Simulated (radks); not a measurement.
Charge is removed step by step from the 5d5/2 level of Hg, starting from [Xe] 4f14 5d(3/2: 4, 5/2: 6) 6s2. Calculated with a radial shooting solver on a logarithmic mesh with Libxc functionals: Dirac Kohn-Sham, LDA (Slater exchange, Perdew-Wang correlation), spin-unpolarised, spherical densities, finite nucleus; Fermi nuclear charge, rms radius 5.4648 fm.

[
 {"removed (e)": "0", "E - E(0) (eV)": "0.000", "eigenvalue (eV)": "-9.370", "E minus straight line (eV)": "0.000"},
 {"removed (e)": "0.1", "E - E(0) (eV)": "0.990", "eigenvalue (eV)": "-10.441", "E minus straight line (eV)": "-0.507"},
 {"removed (e)": "0.2", "E - E(0) (eV)": "2.089", "eigenvalue (eV)": "-11.530", "E minus straight line (eV)": "-0.906"},
 {"removed (e)": "0.3", "E - E(0) (eV)": "3.297", "eigenvalue (eV)": "-12.637", "E minus straight line (eV)": "-1.195"},
 {"removed (e)": "0.4", "E - E(0) (eV)": "4.617", "eigenvalue (eV)": "-13.762", "E minus straight line (eV)": "-1.372"},
 {"removed (e)": "0.5", "E - E(0) (eV)": "6.050", "eigenvalue (eV)": "-14.904", "E minus straight line (eV)": "-1.436"},
 {"removed (e)": "0.6", "E - E(0) (eV)": "7.598", "eigenvalue (eV)": "-16.061", "E minus straight line (eV)": "-1.385"},
 {"removed (e)": "0.7", "E - E(0) (eV)": "9.263", "eigenvalue (eV)": "-17.235", "E minus straight line (eV)": "-1.217"},
 {"removed (e)": "0.8", "E - E(0) (eV)": "11.046", "eigenvalue (eV)": "-18.424", "E minus straight line (eV)": "-0.932"},
 {"removed (e)": "0.9", "E - E(0) (eV)": "12.948", "eigenvalue (eV)": "-19.628", "E minus straight line (eV)": "-0.526"},
 {"removed (e)": "1", "E - E(0) (eV)": "14.972", "eigenvalue (eV)": "-20.846", "E minus straight line (eV)": "0.000"}
]

Removing the whole electron costs 14.972 eV by Delta-SCF, against 9.370 eV from minus the eigenvalue at the starting occupation. Slater's transition state (half an electron removed) gives 14.904 eV. Integrating minus the eigenvalue over the occupation (Janak's theorem) gives 14.972 eV. The mean slope of the eigenvalue, de/dn, is 11.5 eV per electron.
